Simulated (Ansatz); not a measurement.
Reaction (substitution at a C–Si bond): `O[SiH]1C=C1[SiH3]` + H₂S → `O[SiH]1C=C1S` + SiH₄

Isolated molecules relaxed with PBE0-D4/def2-TZVP in Ansatz; ΔE leaves out vibrations. CBS: MP2 limit from def2 TZ/QZ plus the TZ coupled-cluster correction, frozen cores. This one scheme is used for every species. One conformer a species, not always the lowest.

`O[SiH]1C=C1[SiH3]`:

Z-matrix (Å, degrees):
```
Si
C 1 1.783
C 1 1.808 2 44.3
O 1 1.638 2 125.2 3 -106.0
H 1 1.471 2 124.1 3 105.3
H 2 1.086 1 159.3 3 177.3
Si 3 1.848 1 156.7 2 -177.8
H 4 0.959 1 117.3 2 26.0
H 7 1.489 3 111.4 1 178.6
H 7 1.487 3 109.1 1 58.1
H 7 1.486 3 109.5 1 -60.5
```

H₂S:

Z-matrix (Å, degrees):
```
S
H 1 1.341
H 1 1.341 2 92.3
```

`O[SiH]1C=C1S`:

Z-matrix (Å, degrees):
```
Si
C 1 1.782
C 1 1.802 2 44.4
O 1 1.637 2 125.6 3 105.9
H 1 1.472 2 124.8 3 -104.0
H 2 1.084 1 158.2 3 -178.2
S 3 1.712 1 154.1 2 178.3
H 4 0.959 1 117.0 2 -24.2
H 7 1.349 3 98.7 1 -176.6
```

SiH₄:

Z-matrix (Å, degrees):
```
Si
H 1 1.485
H 1 1.485 2 109.5
H 1 1.485 2 109.5 3 -120.0
H 1 1.485 2 109.5 3 120.0
```

```csv
level,ΔE (kJ/mol)
HF/def2-QZVPP,36.5
HF/CBS(def2),36.6
MP2/CBS(def2),29.2
CCSD/CBS(def2),35.4
```

Problem. What does CCSD(T)/CBS give? (An estimate is asked.)

Solution. Ansatz gave: +33.0 kJ/mol. The listed levels differ from it by 3.5, 3.6, -3.8, 2.4 kJ/mol.

Largest T1 diagnostic among the species: 0.013.

From PBE to PBE0 (25 % exact exchange), in def2-TZVPP and without D4, ΔE moves by +5.6 kJ/mol. In def2-TZVPP, CCSD(T) changes the Hartree–Fock value by −4.1 kJ/mol (the triples alone add −2.4 kJ/mol) and MP2 by −7.8 kJ/mol.
